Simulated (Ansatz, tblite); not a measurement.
Forces on (MgS)4 cube (Mg₄S₄) at its PBE0-D4/def2-SVP geometry. Charge 0, multiplicity 1.

The xTB rows come from tblite.

GFN1-xTB (tblite), largest force 0.46 eV/Å:

```xyz
8
positions Å, forces eV/Å
Mg    0.525   -1.613   -0.671   -0.028    0.085    0.035
Mg    1.362    1.202   -0.169   -0.072   -0.063    0.009
Mg   -0.431   -0.187    1.763    0.023    0.010   -0.093
Mg   -1.456    0.597   -0.922    0.077   -0.031    0.048
S     0.553    0.239   -2.262   -0.109   -0.047    0.446
S     1.869   -0.766    1.183   -0.368    0.151   -0.233
S    -1.747   -1.542    0.217    0.344    0.304   -0.043
S    -0.674    2.069    0.862    0.133   -0.408   -0.170
```

GFN2-xTB (tblite), largest force 0.10 eV/Å:

```
Mg 0.029 -0.088 -0.037
Mg 0.074 0.065 -0.009
Mg -0.023 -0.010 0.096
Mg -0.079 0.032 -0.050
S -0.025 -0.011 0.101
S -0.083 0.034 -0.053
S 0.078 0.069 -0.010
S 0.030 -0.092 -0.038
```

PBE-D4/def2-TZVP (Ansatz), largest force 0.28 eV/Å:

```
Mg -0.080 0.244 0.102
Mg -0.206 -0.182 0.026
Mg 0.065 0.028 -0.267
Mg 0.221 -0.090 0.140
S -0.004 -0.002 0.016
S -0.013 0.005 -0.008
S 0.012 0.011 -0.002
S 0.005 -0.014 -0.006
```
